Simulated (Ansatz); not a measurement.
`C=[CH][GeH]([Cl])[Cl]` → Cl• + `C=[CH][GeH][Cl]`• at 700 K and 1 bar (homolysis of the Cl–Ge bond).

Program: Ansatz. Geometries: PBE0-D4/def2-TZVP. ΔE: electronic, gas phase. CCSD(T)/CBS is the MP2 limit (def2-TZVPP, def2-QZVPP) plus CCSD(T) − MP2 in def2-TZVPP, frozen cores. This one scheme is used for every species, atoms too. No spin–orbit coupling; open shells (•) take unrestricted orbitals. Spin–orbit coupling would lower the free atoms: a little for Cl. For Ge outer-core shells are correlated without core-valence functions, so the limit isn't a true one: a few kJ/mol of doubt a bond, and 10 to 20 or more in all where bonds break to atoms. Scalar relativity is left out up to krypton. One conformer a species, not always the lowest.

```tsv
species	CCSD(T)/CBS energy (Eh)	H − E (kJ/mol)	S (J/(mol·K))
`C=[CH][GeH]([Cl])[Cl]`	-3074.24508	214.8	474.7
Cl•	-459.70966	14.6	186.0
`C=[CH][GeH][Cl]`•	-2614.37429	195.0	425.8
```

H − E and S are ideal-gas, rigid-rotor, harmonic terms from PBE0-D4/def2-TZVP, for one conformer and one mirror image of each species, with the whole ground term of open shells counted as degenerate. 1 Eh = 2625.50 kJ/mol, R = 8.31446 J/(mol·K).

**Question.** By hand: ΔE, ΔH, ΔS and ΔG.

**Answer.** ΔE = (-459.70966) + (-2614.37429) − (-3074.24508) = 0.16113 Eh = 423.0 kJ/mol. Δ(H − E) = 14.6 + 195.0 − 214.8 = -5.2, so ΔH = 417.8 kJ/mol. ΔS = 186.0 + 425.8 − 474.7 = 137.1 J/(mol·K). ΔG = 417.8 − 700 × (137.1)/1000 = 321.8 kJ/mol.

**Question.** By hand: the equilibrium constant, and the temperature at which ΔG would vanish if ΔH and ΔS stayed fixed.

**Answer.** log₁₀ K = −ΔG/(RT ln 10) = -24.0. ΔG = 0 at ΔH/ΔS = 3047 K, far beyond where these terms or the molecules hold.

The number of gas molecules changes by +1, which sets the sign of ΔS. A doubt of 5 kJ/mol in ΔE shifts log₁₀ K by 0.4 here. Other conformers and mirror images would add mixing entropy, several J/(mol·K) or more a flexible species. These are equilibria of isolated gas molecules and say nothing of rates. Largest T1 diagnostic: 0.022 (customary marks: 0.02 for closed shells, 0.045 for open ones).
